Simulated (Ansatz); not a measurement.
Molecule: Si$_{2}$H$_{3}$ (charge 0, doublet). It need not be the lowest isomer of its formula. 
Geometry from a B3LYP-D3(BJ)/def2-TZVP (Ansatz, an electronic-structure program) optimisation:
```
Si
H 1 1.4867
H 1 1.4882 2 107.07
Si 1 2.2897 2 123.24 3 -169.48
H 4 1.5229 1 88.47 2 -175.26
```
Charge 0, spin multiplicity 2.

Atomisation energy built up term by term with Ansatz (kcal/mol; UHF references for open shells; valence terms freeze the core; atomic spin-orbit terms are left out). CBS(X,Y): correlation extrapolated as X^-3; Hartree-Fock from the larger set.

The UHF reference is spin-contaminated (<S^2> 0.19 over the pure value in the largest basis). The T1 diagnostic of CCSD in the largest basis is 0.050, which is high, so the coupled-cluster rows are less sure than usual.

```csv
term,basis,kcal/mol
Hartree-Fock,cc-pV(Q+d)Z,___
CCSD correlation,"CBS(cc-pV(T+d)Z,cc-pV(Q+d)Z)",72.76
(T),"CBS(cc-pV(T+d)Z,cc-pV(Q+d)Z)",___
core correlation,cc-pwCVTZ,-0.09
scalar relativity (X2C),cc-pVTZ-DK against cc-pVTZ,-0.69
sum: De,,___
```

Some entries are withheld; supply them.


- Hartree-Fock, kcal/mol: 210.61
- (T), kcal/mol: 4.09
- sum: De, kcal/mol: 286.7
